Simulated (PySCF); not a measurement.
B₂F₃, charge +1, multiplicity 1. Atoms are numbered in the order given.

```xyz
5

F      0.0000     0.0000    -2.3041
B      0.0000     0.0000    -1.0792
B      0.0000     0.0000     0.6985
F      0.0000     1.1596     1.2578
F      0.0000    -1.1596     1.2578
```
Charge +1, spin multiplicity 1.

Coordinates come from a ωB97X-D3(BJ)/def2-SVP optimisation. The multiplicity is an assumed one; other spin states were not compared. The isomer is the one that the SMILES or the coordinates give; other isomers of the formula were not compared. One conformer was computed; it need not be the lowest.

Method: PySCF 2.14.0 with ωB97X-D3(BJ)/def2-SVP.

Frequencies are harmonic and unscaled.

```json
[
 {"mode": "1", "ν (cm⁻¹)": "130", "IR (km/mol)": "10.0", "Raman (Å⁴/amu)": "0.0", "depolarisation": "–", "moving atoms (share of kinetic energy)": "F 86 %, B 14 %"},
 {"mode": "2", "ν (cm⁻¹)": "251", "IR (km/mol)": "77.3", "Raman (Å⁴/amu)": "0.2", "depolarisation": "0.75", "moving atoms (share of kinetic energy)": "B 73 %, F 27 %"},
 {"mode": "3", "ν (cm⁻¹)": "368", "IR (km/mol)": "17.2", "Raman (Å⁴/amu)": "1.7", "depolarisation": "0.31", "moving atoms (share of kinetic energy)": "F 85 %, B 15 %"},
 {"mode": "4", "ν (cm⁻¹)": "467", "IR (km/mol)": "44.7", "Raman (Å⁴/amu)": "0.6", "depolarisation": "0.75", "moving atoms (share of kinetic energy)": "B 77 %, F 23 %"},
 {"mode": "5", "ν (cm⁻¹)": "589", "IR (km/mol)": "6.4", "Raman (Å⁴/amu)": "0.0", "depolarisation": "–", "moving atoms (share of kinetic energy)": "B 90 %, F 10 %"},
 {"mode": "6", "ν (cm⁻¹)": "617", "IR (km/mol)": "58.0", "Raman (Å⁴/amu)": "4.5", "depolarisation": "0.01", "moving atoms (share of kinetic energy)": "F 68 %, B 32 %"},
 {"mode": "7", "ν (cm⁻¹)": "1224", "IR (km/mol)": "293.0", "Raman (Å⁴/amu)": "0.6", "depolarisation": "0.71", "moving atoms (share of kinetic energy)": "B 55 %, F 45 %"},
 {"mode": "8", "ν (cm⁻¹)": "1638", "IR (km/mol)": "309.0", "Raman (Å⁴/amu)": "2.0", "depolarisation": "0.75", "moving atoms (share of kinetic energy)": "B 74 %, F 26 %"},
 {"mode": "9", "ν (cm⁻¹)": "1775", "IR (km/mol)": "94.4", "Raman (Å⁴/amu)": "1.5", "depolarisation": "0.52", "moving atoms (share of kinetic energy)": "B 71 %, F 29 %"}
]
```
